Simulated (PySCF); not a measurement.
NMR problem set

[PySCF 2.14.0 with density-fitted response routines: PBE0/pcSseg-1 with gauge-including orbitals; coordinates at the GFN2-xTB level; averaged over atoms made equivalent by symmetry, fast rotation or ring inversion; isolated molecule; a single conformation; non-relativistic Hamiltonian]

References, each an isolated molecule treated in the same way: 1H (σref 31.72) and 13C (σref 186.93) against TMS. Splittings of carbon signals by F and P are missing where no couplings were computed. Where no couplings were computed, multiplicities follow the n + 1 count of equivalent neighbours, and m marks all less simple cases (inequivalent or close neighbours, rings, F or P nearby). Acid and N–H amide carbonyl carbons lie up to 10 ppm further downfield in solution (hydrogen bonding). Shifts are as computed. Against solution values, carbons near 30 ppm lie about +3 ppm off and those near 130 ppm about +5 ppm. Of 1309 compounds with measured shifts, 239 miss one by over three times the rms of a fit or turn the order of signals round; such compounds aren't used in these exercises. OH and NH positions are gas-phase values without hydrogen bonding to other molecules.

(1) C$_{2}$H$_{12}$OSi$_{4}$. 1H NMR (400 MHz, computed): δ 12.43 (t, 1H), 4.40 (d, 2H), 3.74 (s, 6H), 0.27 (s, 3H). 13C{1H} NMR (computed): δ 253.8, -6.8. Identify the compound.

(2) C$_{6}$H$_{11}$FO$_{2}$Si. 1H NMR (400 MHz, computed): δ 7.57 (m, 1H), 6.48 (br s, 1H), 4.75 (m, 2H), 4.65 (m, 2H), 2.51 (q, 2H), 1.30 (t, 3H). 13C{1H} NMR (computed): δ 176.8 (C), 159.5 (CH), 153.5 (C), 81.7 (CH2), 28.9 (CH2), 12.3 (CH3). What is it?

## Answers

(1) `C[Si]([SiH3])([SiH3])[SiH2]C=O`. Rings plus π bonds: 1 (no ring in the answer). 2 carbon signals for 2 carbons: no two carbons are equivalent. Carbon types of the structure: 1 × CH, 1 × CH3, leaving 8 H on heteroatoms. δC 253.8: carbonyl carbon. δC -6.8: methyl carbon bonded to Si; an electropositive neighbour leaves it electron-rich and shielded. δH 12.43: hydrogen on a carbonyl carbon. δH 0.27: hydrogen on a methyl carbon bonded to Si; an electropositive neighbour shields it, as in TMS itself.

The shifts were computed for this structure.

(2) `C(C)/C(=C/[SiH2]CF)C(=O)O`. Rings plus π bonds: 2 (no ring in the answer). 6 carbon signals for 6 carbons: no two carbons are equivalent. Carbon types of the structure: 2 × C, 1 × CH, 2 × CH2, 1 × CH3, leaving 3 H on heteroatoms. δC 176.8: carboxylic acid carbon; it is a carbonyl in resonance with an O or N lone pair, the region of acids, esters and amides. δC 159.5: β carbon of a C=C–C=O unit; conjugation with the carbonyl draws π density from the β position. δC 153.5: α carbon of a C=C–C=O unit; an sp2 carbon of a C=C bond. δC 81.7: sp3 CH2 bonded to F and Si; pulled downfield by the heteroatom.

This is the structure that produced the data.
